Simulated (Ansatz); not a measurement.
`COc1ccc(-c2ccc(-c3ccc(-c4ccc(-c5ccc(C(F)=C(F)F)cc5)cc4)cc3)cc2)cc1`, relaxed as a singlet with RKS r2SCAN-D4/def2-SVP in Ansatz, starting from the GFN2-xTB geometry. Force threshold 0.03 eV/Å.

Single mean-field runs in def2-SVP are fitted with def2-universal-jkfit.

Start:

```xyz
60

C    -6.846   -9.678   -2.593
O    -5.787   -9.593   -1.671
C    -5.129   -8.408   -1.539
C    -4.098   -8.386   -0.598
C    -3.375   -7.236   -0.375
C    -3.652   -6.064   -1.083
C    -2.893   -4.831   -0.842
C    -2.595   -3.957   -1.887
C    -1.894   -2.790   -1.662
C    -1.450   -2.460   -0.383
C    -0.687   -1.228   -0.145
C     0.427   -1.234    0.692
C     1.155   -0.082    0.908
C     0.775    1.119    0.315
C     1.537    2.352    0.563
C     2.920    2.378    0.406
C     3.632    3.540    0.626
C     2.984    4.699    1.044
C     3.740    5.932    1.295
C     3.535    6.670    2.459
C     4.242    7.830    2.690
C     5.161    8.300    1.748
C     5.865    9.547    2.020
F     5.822    9.977    3.302
C     6.522   10.343    1.173
F     6.658   10.131   -0.131
F     7.124   11.474    1.520
C     5.376    7.559    0.584
C     4.678    6.389    0.371
C     1.602    4.669    1.217
C     0.887    3.517    0.962
C    -0.344    1.130   -0.513
C    -1.055   -0.028   -0.751
C    -1.742   -3.333    0.662
C    -2.454   -4.494    0.438
C    -4.677   -6.100   -2.023
C    -5.410   -7.250   -2.255
H    -7.652   -8.980   -2.346
H    -7.219  -10.699   -2.517
H    -6.506   -9.493   -3.617
H    -3.887   -9.293   -0.054
H    -2.570   -7.251    0.344
H    -2.897   -4.207   -2.893
H    -1.660   -2.138   -2.491
H     0.733   -2.158    1.160
H     2.016   -0.103    1.561
H     3.434    1.482    0.089
H     4.705    3.548    0.500
H     2.830    6.317    3.196
H     4.082    8.387    3.601
H     6.091    7.890   -0.151
H     4.845    5.826   -0.535
H     1.087    5.566    1.530
H    -0.186    3.507    1.093
H    -0.641    2.054   -0.989
H    -1.922   -0.003   -1.396
H    -1.425   -3.085    1.665
H    -2.691   -5.140    1.270
H    -4.926   -5.204   -2.573
H    -6.198   -7.228   -2.992
```

| step | energy (eV) | largest force component (eV/Å) | SCF passes |
| --- | --- | --- | --- |
| 1 | -44736.1338 | 1.064 | 21 |
| 2 | -44736.3660 | 0.477 | 21 |
| 3 | -44736.3966 | 0.059 | 21 |
| 4 | -44736.4039 | 0.054 | 19 |
| 5 | -44736.4151 | 0.209 | 20 |
| 6 | -44736.4233 | 0.240 | 19 |
| 7 | -44736.4317 | 0.228 | 19 |
| 8 | -44736.4406 | 0.238 | 20 |
| 9 | -44736.4433 | 0.390 | 20 |
| 10 | -44736.4481 | 0.249 | 21 |
| 11 | -44736.4518 | 0.047 | 20 |
| 12 | -44736.4549 | 0.061 | 19 |
| 13 | -44736.4553 | 0.207 | 20 |
| 14 | -44736.4581 | 0.072 | 22 |
| 15 | -44736.4581 | 0.058 | 14 |
| 16 | -44736.4591 | 0.049 | 19 |
| 17 (rejected) | -44736.4588 | 0.150 | 20 |
| 18 | -44736.4598 | 0.036 | 19 |
| 19 | -44736.4600 | 0.069 | 19 |
| 20 | -44736.4602 | 0.036 | 14 |
| 21 | -44736.4603 | 0.033 | 14 |
| 22 | -44736.4604 | 0.006 | 21 |
| 23 | -44736.4605 | 0.007 | 20 |
| 24 | -44736.4605 | 0.010 | 20 |

Force components are those of the run's own axes.

End:

```xyz
60

C    -6.946   -9.767   -2.489
O    -5.723   -9.745   -1.787
C    -5.108   -8.552   -1.608
C    -3.887   -8.582   -0.912
C    -3.184   -7.408   -0.679
C    -3.664   -6.159   -1.129
C    -2.913   -4.912   -0.879
C    -2.928   -3.850   -1.805
C    -2.223   -2.673   -1.568
C    -1.461   -2.501   -0.395
C    -0.711   -1.253   -0.146
C     0.516   -1.264    0.546
C     1.226   -0.088    0.776
C     0.743    1.157    0.329
C     1.496    2.404    0.571
C     2.905    2.417    0.579
C     3.615    3.594    0.798
C     2.953    4.816    1.024
C     3.706    6.065    1.254
C     3.214    7.071    2.107
C     3.922    8.249    2.323
C     5.161    8.474    1.689
C     5.852    9.728    1.955
F     5.212   10.592    2.770
C     7.050   10.156    1.508
F     7.839    9.468    0.708
F     7.567   11.320    1.825
C     5.661    7.472    0.830
C     4.945    6.298    0.624
C     1.544    4.803    1.020
C     0.834    3.626    0.797
C    -0.486    1.168   -0.359
C    -1.194   -0.008   -0.593
C    -1.443   -3.563    0.529
C    -2.152   -4.738    0.294
C    -4.886   -6.150   -1.823
C    -5.607   -7.322   -2.064
H    -7.722   -9.174   -1.973
H    -7.263  -10.817   -2.527
H    -6.831   -9.386   -3.520
H    -3.507   -9.550   -0.575
H    -2.222   -7.459   -0.160
H    -3.473   -3.965   -2.746
H    -2.227   -1.886   -2.327
H     0.930   -2.215    0.892
H     2.168   -0.133    1.331
H     3.453    1.489    0.390
H     4.708    3.562    0.814
H     2.270    6.915    2.636
H     3.522    9.007    2.999
H     6.608    7.612    0.308
H     5.344    5.552   -0.069
H     0.996    5.736    1.174
H    -0.259    3.651    0.815
H    -0.883    2.114   -0.737
H    -2.152    0.040   -1.117
H    -0.894   -3.450    1.469
H    -2.148   -5.525    1.053
H    -5.305   -5.198   -2.161
H    -6.559   -7.262   -2.596
```

By distances, no bond broke or formed. The bond that changes most is C13–C14, from 1.39 to 1.41 Å (atoms count from 1).

The force fell under the threshold at step 22, but the optimiser went on. No frequencies were taken in this run, so the end may be a saddle point.

Run time 2.5 min (2 threads of AMD EPYC 7R13 on a shared host and a share (18 GiB) of an NVIDIA H100 80GB HBM3), peak host memory 1.1 GiB.
